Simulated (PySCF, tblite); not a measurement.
A set of runs on `C[N+]1(C)[BH2-]C[C@H](C2CC2)C1`; the geometry of each is named by its level. Settings lines and outputs come from a driver script.

C8H18BN.
Atom-mapped SMILES: `[CH3:1][N+:2]1([CH3:3])[BH2-:4][CH2:5][C@H:6]([CH:7]2[CH2:8][CH2:9]2)[CH2:10]1` (hydrogens: H11, H12, H13 on C1; H14, H15, H16 on C3; H17, H18 on B4; H19, H20 on C5; H21 on C6; H22 on C7; H23, H24 on C8; H25, H26 on C9; H27, H28 on C10)

Step 1: GFN2-xTB geometry optimisation, gas phase (tblite 0.8.0) (from a force-field or distance-geometry start)
```json
{"job": {"kind": "relax", "xc": "GFN2-xTB", "basis": "xTB"}, "charge": 0, "multiplicity": 1}
```
```
step      E/eV     max force
  0    -828.26702    1.997
  1    -828.56376    1.068
  2    -828.74071    0.575
...
 57    -828.94398    0.017
 58    -828.94402    0.014
 59    -828.94406    0.010
 60    -828.94409    0.010
 61    -828.94411    0.009
```

Energy lowered by 15.6 kcal/mol over 61 steps; largest atomic force 0.009 eV/Å at the end. «max force» is the largest atomic force in eV/Å.

Step 2: GFN2-xTB harmonic vibrations, gas phase (tblite 0.8.0) (on the GFN2-xTB geometry)
```json
{"job": {"kind": "ir", "xc": "GFN2-xTB", "basis": "xTB"}, "charge": 0, "multiplicity": 1}
```
```
(table of modes left out)
```

78 modes from -16 to 3106 cm⁻¹ (unscaled, harmonic, a negative number standing for an imaginary wavenumber); zero-point energy 157.3 kcal/mol from the real modes; the lowest is imaginary at this level.

Step 3: PBE0-D3(BJ)/def2-SVP geometry optimisation, gas phase (PySCF 2.14.0) (from the GFN2-xTB geometry)
```json
{"job": {"xc": "PBE0", "basis": "def2-SVP", "d3": "d3bj", "grid": 1, "shake": 0.01, "kind": "geom"}, "charge": 0, "multiplicity": 1}
```
```
step   0  E = -394.51594336  max force = 0.041671
step   1  E = -394.52185841  max force = 0.007783
step   2  E = -394.52284030  max force = 0.003366
step   3  E = -394.52331917  max force = 0.001792
step   4  E = -394.52351541  max force = 0.002354
step   5  E = -394.52368401  max force = 0.001435
step   6  E = -394.52371766  max force = 0.000376
step   7  E = -394.52372973  max force = 0.000383
optimisation converged
```

Final energy -394.52373 Eh after 7 steps; dipole 4.31 D. Energies in Eh; «max force» is the largest Cartesian gradient component in Eh/bohr.

Problem. Which step took the most CPU time, and about what did each take on one thread of an AMD EPYC 9R45, shared host?

Solution. Step 3, about 99 % of the total. CPU time by step: 1: 0.39 s, 2: 0.96 s, 3: 2.4 min.

Final geometry (PBE0-D3(BJ)/def2-SVP):
```
atom  x, y, z in Å
C1    -1.8374    0.5318    1.6099
N2    -1.5652   -0.3444    0.4603
C3    -2.5214   -1.4562    0.4666
B4    -1.6336    0.5401   -0.9697
C5    -0.0505    0.8437   -1.2362
C6     0.7091    0.3124   -0.0121
C7     2.1301   -0.1280   -0.2559
C8     3.1222   -0.1785    0.8715
C9     3.2435    0.8713   -0.1945
C10   -0.1629   -0.8276    0.4940
H11   -1.1661    1.3968    1.5865
H12   -1.6990   -0.0195    2.5554
H13   -2.8687    0.8974    1.5423
H14   -3.5368   -1.0562    0.3488
H15   -2.3099   -2.1184   -0.3809
H16   -2.4556   -2.0217    1.4111
H17   -2.3554    1.5017   -0.7287
H18   -2.1467   -0.2161   -1.7884
H19    0.3006    0.2934   -2.1265
H20    0.1911    1.9028   -1.4157
H21    0.7434    1.0938    0.7695
H22    2.2255   -0.9067   -1.0228
H23    2.7823    0.1360    1.8633
H24    3.8557   -0.9890    0.8889
H25    2.9807    1.9010    0.0658
H26    4.0608    0.7888   -0.9151
H27   -0.0969   -1.6709   -0.2111
H28    0.0984   -1.1989    1.5001
```

 (This holds for the electronic-property runs.)

One conformer stands for the species.
